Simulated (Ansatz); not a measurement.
Cost and result for the atomization energy of C₂H₉OSbSi, SMILES `CC[O][SbH][SiH3]` (14 atoms, 13 bonds).

```xyz
14

C     0.317    0.803   -1.669
C    -1.041    0.155   -1.503
O    -1.343   -0.148   -0.160
Sb   -0.420   -1.701    0.657
Si    1.037   -0.272    2.249
H     1.122    0.118   -1.384
H     0.393    1.695   -1.043
H     0.484    1.093   -2.709
H    -1.107   -0.741   -2.139
H    -1.825    0.842   -1.842
H    -1.613   -1.848    1.875
H     2.199    0.274    1.498
H     1.550   -1.124    3.357
H     0.248    0.854    2.812
```

Total charge 0; spin multiplicity 1. Correlated methods include outer-core shells of Sb, which these sets cover unevenly. Sb: def2 effective core potential. The structure was optimised at the PBE0-D4/def2-TZVP level. It is one conformer, not always the lowest. Program: Ansatz. All runs use 2 threads of an AMD EPYC 7R13 on a shared host and a share of an NVIDIA H100 80 GB. Times are those of one run each, without the atoms' runs, and a repeat can differ threefold. Electronic energies, without spin–orbit coupling; frozen cores. CCSD(T)/CBS adds CCSD(T) − MP2 in def2-TZVPP to the MP2 limit, and its time is that of the two runs behind it. T1 = 0.014. With those shells the extrapolation isn't a true limit. B3LYP takes the VWN-RPA correlation (the form of Gaussian; ORCA's B3LYP/G).

CCSD(T)/CBS is a level of theory with its own doubt, some kJ/mol a heavy atom from the limit and from the frozen cores, so smaller differences don't rank the functionals.

```
                             level  functions  wall time  atomization (kJ/mol)  difference from CCSD(T)/CBS  per bond
                PBE0-D4/def2-TZVPP        311      2.3 s                4624.6                        -31.6      -2.4
   PBE-D4/def2-TZVPP (with forces)        311      2.6 s                4701.0                         44.8       3.4
r2SCAN-D4/def2-TZVPP (with forces)        311      2.8 s                4641.2                        -15.0      -1.2
 B3LYP-D4/def2-TZVPP (with forces)        311      3.2 s                4658.3                          2.1       0.2
                 B2PLYP/def2-TZVPP        311      3.4 s                4582.7                        -73.5      -5.6
  ωB97M-V/def2-TZVPP (with forces)        311      3.5 s                4643.1                        -13.1      -1.0
                ωB97X-V/def2-TZVPP        311        4 s                4676.1                         19.9       1.5
                    MP2/def2-QZVPP        593      6.5 s                4606.6                        -49.6      -3.8
                CCSD(T)/def2-TZVPP        311       11 s                4523.6                       -132.6     -10.2
                 CCSD(T)/CBS(def2)          –       17 s                4656.2                          0.0       0.0
```

In def2-TZVPP, CCSD(T) changes the Hartree–Fock value by +1199.5 kJ/mol (the triples alone add +65.3 kJ/mol) and MP2 by +1202.9 kJ/mol; breaking electron pairs costs correlation energy, which Hartree–Fock lacks. From PBE to PBE0 (25 % exact exchange), in def2-TZVPP and without D4, the atomization energy moves by −71.7 kJ/mol: exact exchange takes away binding that semilocal exchange gives to molecules. The D4 term adds +53.8 kJ/mol with B3LYP and +28.7 kJ/mol with PBE0; it sums over pairs of atoms, weighted by their polarisabilities, and B3LYP, whose exchange is more repulsive, gets the larger term.
